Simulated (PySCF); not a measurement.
## Vibration and rotation of NaTe⁻

RHF-CCSD(T) constants of NaTe⁻, ¹Σ⁺ (singlet), closed shell (PySCF, scalar-relativistic core potentials, basis sets Na aug-cc-pVDZ, Te aug-cc-pVDZ-PP with ECP28; masses 22.9898 and 129.9062 u):

```
ωe              : 224.7 cm⁻¹
ωexe            : 0.844 cm⁻¹
Be              : 0.11096 cm⁻¹
αe              : 0.000637 cm⁻¹
D (centrifugal) : 1.08e-07 cm⁻¹
```

(1) Estimate the standard entropy (1 bar) and heat capacity of the ideal gas at 1000 K, rigid rotor with B0 and harmonic oscillator at the fundamental.

Correlated steps freeze 5 core orbitals. These are scalar-relativistic numbers at best; spin–orbit coupling would shift them, the dissociation energy most. The CCSD T1 diagnostic is raised, a sign that a single reference may not be enough here.

Results:

(1) Translation (Sackur–Tetrode, M = 152.90 u): 196.7 J/(mol K). Rotation: q = kT/(σB0) = 6280 with σ = 1, 81.0. Vibration: x = hcν0/kT = 0.321, 17.80. S° = 295.6 J/(mol K); Cp = 7R/2 + 8.24 = 37.3 J/(mol K).
